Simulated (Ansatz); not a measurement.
Stepwise reaction of `C#C[Si](F)(Cl)Cl` with hydrogen fluoride, as a gas-phase model of exchange steps in deposition or etching. ΔE in kJ/mol; ΔG adds harmonic PBE0-D4 terms to CCSD(T)/CBS, at 1 bar.

Gas-phase electronic energies from Ansatz, PBE0-D4/def2-TZVP geometries. CCSD(T)/CBS is the MP2 limit (def2-TZVPP, def2-QZVPP) plus CCSD(T) − MP2 in def2-TZVPP, frozen cores. This one scheme is used for every species. Functionals use def2-TZVPP. B3LYP here is the variant with VWN-RPA as its local correlation; programs differ in this.

```
step                                          reaction  PBE-D4  B3LYP-D4  ωB97M-V  CCSD(T)/CBS  ΔG(400 K)
   2  `C#C[Si](F)(F)Cl` + H–F → `C#C[Si](F)(F)F` + HCl   -44.7     -55.2    -54.1        -53.5      -54.5
```

Task: Give the row of step 1, `C#C[Si](F)(Cl)Cl` + H–F → `C#C[Si](F)(F)Cl` + HCl. (Estimate.)

Result: Ansatz gave: 
| step | reaction | PBE-D4 | B3LYP-D4 | ωB97M-V | CCSD(T)/CBS | ΔG(400 K) |
| --- | --- | --- | --- | --- | --- | --- |
| 1 | `C#C[Si](F)(Cl)Cl` + H–F → `C#C[Si](F)(F)Cl` + HCl | -43.1 | -53.3 | -52.4 | -50.4 | -55.3 |

Task: By hand: ΔE of the 2 steps together at CCSD(T)/CBS.

Result: (-50.4) + (-53.5) = -103.9 kJ/mol, or -52.0 kJ/mol a step.

In ΔE the steps differ by no more than 3.1 kJ/mol. All are downhill at CCSD(T)/CBS. ΔG lies between -55.3 and -54.5 kJ/mol a step. PBE-D4 differs from CCSD(T)/CBS by 7.3 to 8.8 kJ/mol a step. Isolated molecules leave out the surface, adducts and barriers. Largest T1 diagnostic: 0.013.
